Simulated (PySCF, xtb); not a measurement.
C2, SMILES [C]=[C] (connectivity only; charge and spin as stated), neutral, multiplicity 1.

The structure is a stationary point at PBE0-D3(BJ)/def2-TZVPD.

The numbers are results of C-PCM-M06-2X/def2-TZVPD run with PySCF 2.14.0, not measurements.

The values are the electrostatic part of the solvation free energy, E(continuum) − E(gas) at the gas-phase geometry, in a cavity of scaled van der Waals radii (PySCF's table); cavitation and dispersion terms are not included. In vacuum the orbital gap is 4.65 eV. The dipole moment in vacuum is 0.00 D.

Computed values in water (ε = 78.36), chlorobenzene (ε = 5.70), cyclohexanone (ε = 15.62):
| solvent | ε | ΔG(elec) (kcal/mol) | dipole (D) | gap (eV) |
|---|---|---|---|---|
| water | 78.36 | -1.0 | 0.00 | 4.77 |
| chlorobenzene | 5.70 | -0.8 | 0.00 | 4.75 |
| cyclohexanone | 15.62 | -1.0 | 0.00 | 4.76 |

For comparison, GFN2-xTB/ALPB(water) (xtb, at the GFN2-xTB geometry, all terms of that model) gives -0.5 kcal/mol.
